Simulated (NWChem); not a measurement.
Molecule: BH₃; SMILES B

```xyz
4

B      0.0000     0.0000     0.0000
H      0.8587     0.8587     0.0000
H     -1.1730     0.3143     0.0000
H      0.3143    -1.1730     0.0000
```
Atoms are numbered in this order, from 1.

Computed with NWChem. Coordinates come from a PBE-D3(BJ)/def2-SVP optimisation. Total energies compare along this basis series because the functional is fixed.

| level | basis functions | energy (Ha) | highest occupied level (eV) | orbital gap (eV) |
|---|---|---|---|---|
| PBE0/cc-pVDZ | 29 | -26.5553 | -9.78 | 7.91 |
| PBE0/aug-cc-pVDZ | 50 | -26.5567 | -9.84 | 7.83 |
| PBE0/cc-pVTZ | 72 | -26.5653 | -9.86 | 7.89 |
| PBE0/aug-cc-pVTZ | 115 | -26.5654 | -9.86 | 7.86 |
| PBE0/cc-pVQZ | 145 | -26.5673 | -9.87 | 7.88 |
